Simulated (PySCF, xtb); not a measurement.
CBrF2, SMILES F[C](F)Br, multiplicity 2.

Harmonic wavenumbers (cm⁻¹) from GFN2-xTB in xtb at its own minimum, in rising order: 283, 315, 455, 605, 1112, 1163.

What does PBE-D3(BJ)/def2-SVP (PySCF 2.14.0) give at its own minimum? (Estimate from the structure and the level; the computed values follow.)

299, 313, 570, 659, 1144, 1223. Paired by order, the mean absolute difference is 46 cm⁻¹ and the zero-point energies are 5.6 and 6.0 kcal/mol.
